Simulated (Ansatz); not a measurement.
`OB1OC1Cl` + H₂ → `OB1CO1` + HCl at 600 K and 1 bar (hydrogenolysis of a C–Cl bond).

Isolated molecules relaxed with PBE0-D4/def2-TZVP in Ansatz; ΔE leaves out vibrations. CBS: MP2 limit from def2 TZ/QZ plus the TZ coupled-cluster correction, frozen cores. This one scheme is used for every species. Each species was taken in one conformer, which may not be the lowest.

```json
{"species": "`OB1OC1Cl`", "CCSD(T)/CBS energy (Eh)": "-674.21647", "H − E (kJ/mol)": "150.2", "S (J/(mol·K))": "369.8"}
{"species": "H₂", "CCSD(T)/CBS energy (Eh)": "-1.17544", "H − E (kJ/mol)": "43.9", "S (J/(mol·K))": "150.8"}
{"species": "`OB1CO1`", "CCSD(T)/CBS energy (Eh)": "-215.03899", "H − E (kJ/mol)": "167.5", "S (J/(mol·K))": "328.8"}
{"species": "HCl", "CCSD(T)/CBS energy (Eh)": "-460.38127", "H − E (kJ/mol)": "35.4", "S (J/(mol·K))": "207.2"}
```

H − E and S are ideal-gas, rigid-rotor, harmonic terms from PBE0-D4/def2-TZVP, for one conformer and one mirror image of each species. The MP2-based limit puts H₂ 0.8 mEh under its directly extrapolated value; such offsets cancel only in part. 1 Eh = 2625.50 kJ/mol, R = 8.31446 J/(mol·K).

Problem. By hand: ΔE, ΔH, ΔS and ΔG.

Solution. ΔE = (-215.03899) + (-460.38127) − (-674.21647) − (-1.17544) = -0.02835 Eh = -74.4 kJ/mol. Δ(H − E) = 167.5 + 35.4 − 150.2 − 43.9 = 8.8, so ΔH = -65.6 kJ/mol. ΔS = 328.8 + 207.2 − 369.8 − 150.8 = 15.4 J/(mol·K). ΔG = -65.6 − 600 × (15.4)/1000 = -74.8 kJ/mol.

Problem. By hand: the equilibrium constant, and the temperature at which ΔG would vanish if ΔH and ΔS stayed fixed.

Solution. log₁₀ K = −ΔG/(RT ln 10) = 6.5. ΔH and −TΔS have one sign here, so there is no such temperature.

ΔH outweighs TΔS. A doubt of 5 kJ/mol in ΔE shifts log₁₀ K by 0.4 here. Other conformers and mirror images would add mixing entropy, several J/(mol·K) or more a flexible species. These are equilibria of isolated gas molecules and say nothing of rates. Largest T1 diagnostic: 0.014 (customary marks: 0.02 for closed shells, 0.045 for open ones).
